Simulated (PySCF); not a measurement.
# Correlation energy of O⁺ (oxygen, charge +1)

[He] 2s1 2p4, high-spin 4P determinant (an excited configuration). Computed with PySCF 2.14 in aug-cc-pVDZ-DK, with scalar relativity by spin-free X2C-1e. Frozen: 1s2; 5 electrons correlated.

MP2 pair energies summed by pair of shells (mhartree):

```json
{"pair": "2p-2p", "energy": "-62.87", "share (%)": "88.4"}
{"pair": "2s-2p", "energy": "-8.23", "share (%)": "11.6"}
```

Total MP2 correlation energy: -71.10 mhartree.

Same-spin part -19.99 and opposite-spin part -51.11 mhartree; SCS-MP2 scales them by 1/3 and 6/5 to -68.00 mhartree.
